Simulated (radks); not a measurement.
Q: These are the eigenvalues of the occupied orbitals of an atom or ion with whole-number occupations (Ry). All-electron calculation, scalar-relativistic Kohn-Sham, LB94 model potential, spin-polarised, spherical densities, finite nucleus; Fermi nuclear charge, rms radius of each element as measured or else 0.836 A^(1/3) + 0.57 fm. Program: a radial shooting solver on a logarithmic mesh with Libxc functionals.

1s down: -1724.743
1s up: -1724.741
2s up: -269.8440
2s down: -269.8177
2p up: -244.5360
2p down: -244.4935
3s up: -65.87221
3s down: -65.85609
3p up: -57.50457
3p down: -57.49273
3d up: -44.14782
3d down: -44.14275
4s up: -25.22899
4s down: -25.18733
4p up: -22.49373

Which element is it, and in what charge state? The configuration may be excited. Open shells, if any, are filled with parallel spins first.

A: Z = 45, rhodium, charge +13: Rh13+ in [Ar] 3d10 4s2 4p2. The list shows which subshells hold electrons but not how many an open one holds; the 1s level, -862.37 hartree, gives Z - s = 41.5 by -(Z - s)^2/2, which with screening and relativity narrows Z to a few neighbours, and the depths of the outer levels then fix element, charge and occupations together.
